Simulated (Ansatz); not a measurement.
Reaction (ligand exchange at a Ge–O bond): `[NH2][Ge][OH]` + CH₃SH → `C[S][Ge][NH2]` + H₂O

Program: Ansatz. Geometries: PBE0-D4/def2-TZVP. ΔE: electronic, gas phase. CCSD(T)/CBS adds triple-zeta CCSD(T) − MP2 to the extrapolated MP2 energy (def2 sets, frozen cores). This one scheme is used for every species. DFT in def2-TZVPP. B3LYP here is the variant with VWN-RPA as its local correlation; programs differ in this. For Ge outer-core shells are correlated without core-valence functions, which leaves a few kJ/mol of doubt a bond. Scalar relativity is left out up to krypton. One conformer a species, not always the lowest.

CCSD(T)/CBS gives -22.2 kJ/mol.

Problem. Another level gave -2.0 kJ/mol. Which?
A. B3LYP-D4/def2-TZVPP
B. ωB97M-V/def2-TZVPP
C. HF/def2-TZVPP
D. PBE0-D4/def2-TZVPP

Solution. C. HF/def2-TZVPP -2.0, ωB97M-V -12.9, B3LYP-D4 -18.2, PBE0-D4 -26.3 kJ/mol.

Largest T1 diagnostic among the species: 0.014.

In def2-TZVPP, CCSD(T) changes the Hartree–Fock value by −13.9 kJ/mol (the triples alone add −3.5 kJ/mol) and MP2 by −18.6 kJ/mol. The D4 term adds −8.3 kJ/mol with B3LYP and −4.5 kJ/mol with PBE0; it sums over pairs of atoms, weighted by their polarisabilities, and B3LYP, whose exchange is more repulsive, gets the larger term.
